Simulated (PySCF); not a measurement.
## Broadened absorption spectrum of YMe3

Compound: YMe3, C₃H₉Y (singlet state).
SMILES: `[CH3][Y]([CH3])[CH3]`

Method: TDDFT B3LYP/def2-SVPD, vertical, gas phase, core orbitals frozen in the response, def2 core potentials past Kr (PySCF). Isolated species at its PBE0-D3(BJ)/def2-SVP geometry, gas phase. Spin–orbit coupling is left out.

Computed states:

```csv
state,E (eV),f
S1,2.88,0.0018
S2,2.88,0.0018
S3,3.79,0.0000
S4,4.06,0.0008
S5,4.08,0.018
S6,4.16,0.0000
S7,4.16,0.0000
S8,4.98,0.0000
S9,4.98,0.0000
```

Each state is given a Gaussian of 0.5 eV full width at half maximum, with ε(max) = 2.175×10⁸ f / Δν̃ (Δν̃ the width in cm⁻¹). The width is an assumption, not a result. The curve ends short of the highest state used, and states not computed would add to its high-energy end.

(1) What does the envelope look like, and where are its maxima?

(2) Coming from long wavelengths, where does ε first pass 100 L mol⁻¹ cm⁻¹?

(3) Does any computed singlet lie in the visible range?

(4) On this curve, what absorbance would a 10⁻³ mol/L sample give at 308 nm over a 1 cm path?

Answers

(1) 
λ (nm), ε (L mol⁻¹ cm⁻¹) and a bar:
```
    282.9        353 ##########
    289.9        642 ###################
    296.9        902 ###########################
    303.8       1011 ##############################
    310.8        934 ############################
    317.7        730 ######################
    324.7        491 ###############
    331.7        290 #########
    338.6        155 #####
    345.6         75 ##
    352.5         35 #
    359.5         19 #
    366.5         17 
    373.4         24 #
    380.4         39 #
    387.4         61 ##
    394.3         87 ###
    401.3        116 ###
    408.2        144 ####
    415.2        167 #####
    422.2        183 #####
    429.1        189 ######
    436.1        186 ######
    443.1        176 #####
    450.0        159 #####
    457.0        139 ####
    463.9        117 ###
    470.9         96 ###
    477.9         77 ##
    484.8         60 ##
    491.8         45 #
    498.8         34 #
    505.7         25 #
    512.7         18 #
    519.6         13 
    526.6          9 
    533.6          6 
    540.5          4 
    547.5          3 
    554.5          2 
    561.4          1 
    568.4          1 
    575.3          1 
    582.3          0
```

Maxima: 430 nm (2.88 eV), ε about 190, made up of S1 (50%) and S2 (50%); 304 nm (4.07 eV), ε about 1000, made up of S5 (96%) (ε in L mol⁻¹ cm⁻¹; maxima over ε = 5, shares over 10%).

(2) At about 470 nm (2.64 eV), 0.24 eV below S1.

(3) 2 computed singlets (S1 to S2) lie in the visible range (380 to 750 nm), the largest f among them at 431 nm, f = 0.0018; light of that wavelength is violet, and its complementary colour is yellow-green; a Tamm–Dancoff triplet lies at 452 nm, without intensity as long as spin–orbit coupling is left out.

(4) 308 nm is 4.025 eV, where ε is about 990 L mol⁻¹ cm⁻¹, so A = ε c l ≈ 0.99 (Beer–Lambert, with the gas-phase spectrum and the assumed width).

The vertical ionisation energy (ΔSCF) is 8.18 eV, 3.20 eV above S9.
